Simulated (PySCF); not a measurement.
# 19F chemical shifts

Computed data (PySCF): shielding tensors at PBE0/pcSseg-1 (GIAO), geometry from GFN2-xTB. Single conformer, non-relativistic, averaged over atoms made equivalent by symmetry, fast rotation or ring inversion, in vacuum.

Shieldings were converted by a linear fit to measured shifts: 19F: δ = 146.13 − 0.903σ +14.6 on sp3 carbon (rms 6.0 ppm, 223 shifts, 7.0 ppm with the 5 outliers that the fit left out vs CFCl3, solution or neat liquid). Occasional misses reach two or three times the rms, and more in compound classes unlike the fitted ones.

**Question.** Give the 19F shifts of `FC(F)(F)C(F)(F)[C@@H]1CO1`, `FC(F)[C@@H]1O[C@H]1/C=C\CCl`, `CC(C)[P@@]1(=S)C=C1C(F)(F)F`, `C=C(F)[Si]1(OC=O)[SiH2]O[SiH2]1`.

**Answer.** 
```json
{"compound": "[F:1][C:2]([F:3])([F:4])[C:5]([F:6])([F:7])[C@@H:8]1[CH2:9][O:10]1", "environment": "F1/3/4: fluorine of a CF3 group (×3)", "δ (ppm)": "-81.6"}
{"compound": "[F:1][C:2]([F:3])([F:4])[C:5]([F:6])([F:7])[C@@H:8]1[CH2:9][O:10]1", "environment": "F7: fluorine of a CF2 group", "δ (ppm)": "-121.4"}
{"compound": "[F:1][C:2]([F:3])([F:4])[C:5]([F:6])([F:7])[C@@H:8]1[CH2:9][O:10]1", "environment": "F6: fluorine of a CF2 group", "δ (ppm)": "-129.2"}
{"compound": "[F:1][CH:2]([F:3])[C@@H:4]1[O:5][C@H:6]1/[CH:7]=[CH:8]\\[CH2:9][Cl:10]", "environment": "F1: fluorine of a CF2 group", "δ (ppm)": "-116.5"}
{"compound": "[F:1][CH:2]([F:3])[C@@H:4]1[O:5][C@H:6]1/[CH:7]=[CH:8]\\[CH2:9][Cl:10]", "environment": "F3: fluorine of a CF2 group", "δ (ppm)": "-116.9"}
{"compound": "CC(C)[P@@]1(=S)C=C1C(F)(F)F", "environment": "fluorine of a CF3 group (×3)", "δ (ppm)": "-61.6"}
{"compound": "C=C(F)[Si]1(OC=O)[SiH2]O[SiH2]1", "environment": "vinylic fluorine", "δ (ppm)": "-102.8"}
```
